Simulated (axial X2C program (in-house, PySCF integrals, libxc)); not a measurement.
# What spin–orbit coupling does to IO⁻

Computed with an in-house all-electron X2C program for linear molecules (integrals from PySCF). Spin-free means the one-electron spin-free X2C Hamiltonian; two-component (2c) means X2C with spin–orbit coupling and atomic mean-field two-electron Coulomb and Gaunt terms, so the difference of the two also holds small scalar two-electron terms. Basis: I dyall-acv3z [12s13p9d5f1g], O dyall-av3z [7s6p3d2f] (cores contracted in-house); Gaussian nuclei, density fitting, unrestricted open shells. Masses: I 126.904 u, O 15.995 u.

Spin-free state: M_S = 0, Λ = 0 (closed shell); fragments I- + O.

```json
{"level": "PBE0", "Re (Å)": "1.918", "ωe (cm⁻¹)": "626.4", "De (eV)": "1.613", "μ (D)": "-3.91"}
{"level": "HF", "Re (Å)": "1.905", "ωe (cm⁻¹)": "605.9", "De (eV)": "-1.208", "μ (D)": "-3.97"}
{"level": "CCSD", "Re (Å)": "1.933", "ωe (cm⁻¹)": "605.3", "De (eV)": "1.430", "μ (D)": "n/a"}
{"level": "CCSD(T)", "Re (Å)": "1.943", "ωe (cm⁻¹)": "591.7", "De (eV)": "1.642", "μ (D)": "n/a"}
{"level": "PBE50", "Re (Å)": "1.894", "ωe (cm⁻¹)": "655.6", "De (eV)": "1.030", "μ (D)": "-3.91"}
```

Correlated methods: 14 electrons correlated (number of frozen shells: I 4 s, 3 p, 2 d; O 1 s), 276 virtual spin orbitals or spinors in MP2, 88 natural virtuals in coupled cluster.

Dipoles are positive if O is the positive end and refer to the centre of mass.

Two-component determinant lowest at the distance of the search:

Ω = 0 (closed shell); fragments I- + O.

```json
{"level": "PBE0", "Re (Å)": "1.921", "ωe (cm⁻¹)": "622.4", "De (eV)": "1.628", "μ (D)": "-3.95"}
{"level": "HF", "Re (Å)": "1.907", "ωe (cm⁻¹)": "604.0", "De (eV)": "-1.200", "μ (D)": "-4.00"}
{"level": "CCSD", "Re (Å)": "1.935", "ωe (cm⁻¹)": "601.0", "De (eV)": "1.443", "μ (D)": "n/a"}
{"level": "CCSD(T)", "Re (Å)": "1.946", "ωe (cm⁻¹)": "587.3", "De (eV)": "1.654", "μ (D)": "n/a"}
{"level": "PBE50", "Re (Å)": "1.895", "ωe (cm⁻¹)": "652.5", "De (eV)": "1.043", "μ (D)": "-3.94"}
```

From the two tables, how do the constants change at the CCSD(T) level (2c against spin-free)?

At the CCSD(T) level Re goes up by 0.003 Å and ωe falls by 4.4 cm⁻¹; De changes by 0.012 eV.

One determinant describes the state; a PBE0 search over occupations chose it and may have missed a lower one. Closed shells are restricted here (equal orbitals for both partners); the stretched side of such a curve lies too high. De is counted from the lowest determinant-based energies of the atoms at the same level, without counterpoise correction. Coupled cluster ran in a truncated set of natural virtual spinors; the MP2 energy of the rest was added. (T) has no such correction and the atoms are truncated less, which lowers De at CCSD(T) by a hundredth of an eV or more. The 2c atoms are single determinants rather than J levels; their spin–orbit lowering is only partly caught, and De is too large by that part. This holds for PBE0, PBE50. Without a current term, density functionals place determinants with orbital angular momentum somewhat too high. The highest occupied level of some functionals is positive through self-interaction error; at Hartree–Fock it is bound. Hartree–Fock gets electron affinities wrong, so its lowest charge split need not be the true one.
